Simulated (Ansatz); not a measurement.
C2H3FInN, SMILES `[CH3][In]([F])[C]#N`, one more setting.

```yaml
crystal:
  periodic: [false, false, false]
  atoms:
    - {symbol: C, position_ang: [-1.375728, -0.622151, 0.046641]}
    - {symbol: In, position_ang: [0.654370, -0.050745, 0.210707]}
    - {symbol: F, position_ang: [1.828856, -1.119068, 1.338216]}
    - {symbol: C, position_ang: [1.791141, 1.521433, -0.621704]}
    - {symbol: N, position_ang: [2.350112, 2.403437, -1.111352]}
    - {symbol: H, position_ang: [-1.913463, 0.058117, -0.610766]}
    - {symbol: H, position_ang: [-1.822073, -0.611230, 1.040867]}
    - {symbol: H, position_ang: [-1.421115, -1.636894, -0.348408]}
basis:
  gaussian: {orbitals: def2-TZVPD, fitting: {mean_field: cc-pVTZ-jkfit}}
hamiltonian: {xc: {name: revPBE}}
output: {forces: true}
```

```sh
$ ansatz run in.yaml --threads 2 --pin off --events-out ev --progress --plain --max-ram 32768MiB --backend cpu
```

It prints (some lines left out):

```
Functional definition: revPBE
Error: <dir> the basis set cc-pVTZ-JKFIT has no functions for In
```

Run time 0.2 s (2 threads of a server CPU on a shared host); peak host memory 0.45 GiB.
